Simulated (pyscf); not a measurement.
Structures and frequencies: ωB97X-D3(BJ)/def2-SVP in PySCF.

SMILES: F[Si](C(F)(F)[Si](F)(F)F)(F)F
```xyz
11

F      0.9338    -0.5447    -0.8889
C      0.7396     0.3703     0.1155
F      1.9546     0.6481     0.6889
Si    -0.3854    -0.4006     1.4325
F     -1.5802    -1.1968     0.7370
F      0.4235    -1.3868     2.3911
F     -0.9845     0.8098     2.2930
Si     0.0376     1.9572    -0.6506
F      0.2559     3.1962     0.3305
F      0.7126     2.2740    -2.0609
F     -1.5327     1.7145    -0.8497
```

Question: What is the homolytic dissociation enthalpy (298 K, ωB97M-D3(BJ)/def2-TZVP) of the C–Si bond of F–C(F)(Si(F)(F)–F)–Si(F)(F)–F, to F–C•(F)–Si(F)(F)–F + F–Si•(F)–F?

Answer: C–Si to F–C•(F)–Si(F)(F)–F + F–Si•(F)–F: 3.36 eV. The 7 functionals that were run give +2.97 (PBE) to +3.42 eV (ωB97X-D3(BJ)). Other isomers of F–C•(F)–Si(F)(F)–F were not searched in full and may lie lower.
